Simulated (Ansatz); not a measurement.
C3H10O3Sn, triplet, at the geometry of the source list (a higher spin typed on purpose: for a closed-shell molecule this is an excited state) (all electrons, no relativity). Base run: B3LYP/STO-3G (Ansatz, a first-principles code).

Ansatz was given this input:
Ansatz 0.2 input:
```yaml
crystal:
  periodic: [false, false, false]
  atoms:
    - {symbol: C, position_ang: [-1.06780000, -1.50970000, -0.60420000]}
    - {symbol: C, position_ang: [-1.05330000, -0.20420000, 0.15260000]}
    - {symbol: C, position_ang: [-1.64180000, 0.94380000, -0.63140000]}
    - {symbol: Sn, position_ang: [1.05710000, 0.27300000, 0.71610000]}
    - {symbol: O, position_ang: [2.25900000, -0.03880000, -0.85760000]}
    - {symbol: O, position_ang: [1.84290000, -0.86720000, 2.13940000]}
    - {symbol: O, position_ang: [1.48370000, 2.14480000, 1.24820000]}
    - {symbol: H, position_ang: [-0.51280000, -1.42520000, -1.53370000]}
    - {symbol: H, position_ang: [-0.63560000, -2.31580000, -0.01500000]}
    - {symbol: H, position_ang: [-2.09830000, -1.77410000, -0.84040000]}
    - {symbol: H, position_ang: [-1.54900000, -0.30860000, 1.12010000]}
    - {symbol: H, position_ang: [-2.69330000, 0.73690000, -0.82900000]}
    - {symbol: H, position_ang: [-1.13410000, 1.06360000, -1.58610000]}
    - {symbol: H, position_ang: [-1.57950000, 1.87960000, -0.07820000]}
    - {symbol: H, position_ang: [3.17060000, 0.20830000, -0.71270000]}
    - {symbol: H, position_ang: [2.45990000, -1.52100000, 1.80480000]}
    - {symbol: H, position_ang: [1.69250000, 2.71460000, 0.50700000]}
basis:
  gaussian:
    orbitals: STO-3G
hamiltonian:
  xc: b3lyp
magnetization: {spin_polarized: true, initial_magnetization: 2}
```

Variants of this job, named by their change:

```csv
change,E (Eh),<S^2>,core-seconds (rough)
base,-6306.55908,2.013,30
functional = b3lyp5,-6306.16418,2.013,20
functional = wB97X-V,-6306.19470,2.017,50
functional = blyp; dispersion = d3bj,-6306.30463,2.004,20
functional = SVWN5,-6298.05481,2.003,9
functional = b3lyp; dispersion = d3bj,-6306.58417,2.013,20
functional = wB97M-V,-6306.63086,2.017,200
functional = blyp,-6306.27426,2.004,20
functional = pbe0; dispersion = d3bj,-6305.96455,2.017,20
functional = r2scan,-6306.63162,2.008,70
functional = pbe,-6305.57280,2.003,30
functional = BHLYP,-6306.58515,2.014,10
functional = cam_b3lyp,-6306.56284,2.022,20
```

Absolute energies of different levels of theory aren't comparable as measures of quality.
